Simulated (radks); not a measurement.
Polarisability of the phosphorus ion P3+, [Ne] 3s2, at imaginary frequency. Calculated with a radial shooting solver on a logarithmic mesh with Libxc functionals: scalar-relativistic Kohn-Sham, exchange-only LDA, spin-unpolarised, spherical densities, finite nucleus; Fermi nuclear charge, rms radius 3.1889 fm. Response by self-consistent Sternheimer equations with the Hartree and adiabatic exchange-only LDA kernel, the relativistic mass of each level held fixed and spin-orbit coupling left out.

| w (hartree) | alpha1(iw) (bohr^3) | alpha2(iw) (bohr^5) |
|---|---|---|
| 0.00266 | 6.432 | 13.81 |
| 0.0143 | 6.427 | 13.81 |
| 0.0360 | 6.398 | 13.79 |
| 0.0697 | 6.307 | 13.73 |
| 0.118 | 6.087 | 13.57 |
| 0.186 | 5.642 | 13.24 |
| 0.280 | 4.885 | 12.58 |
| 0.413 | 3.827 | 11.40 |
| 0.605 | 2.650 | 9.518 |
| 0.892 | 1.621 | 7.017 |
| 1.35 | 0.8937 | 4.383 |
| 2.12 | 0.4580 | 2.258 |
| 3.59 | 0.2231 | 0.9346 |
| 6.94 | 0.09643 | 0.2900 |
| 17.5 | 0.02498 | 0.05259 |

Static values: alpha1 = 6.432 bohr^3 (0.9531 angstrom^3; uncoupled 11.05), alpha2 = 13.81 bohr^5, alpha3 = 48.17 bohr^7. C6 = 15.95, C8 = 220.4, triple-dipole C9 = 75.29 atomic units. One-pole (London) frequency 4 C6 / (3 alpha1^2) = 0.514 hartree, against 1.630 for minus the highest occupied eigenvalue.
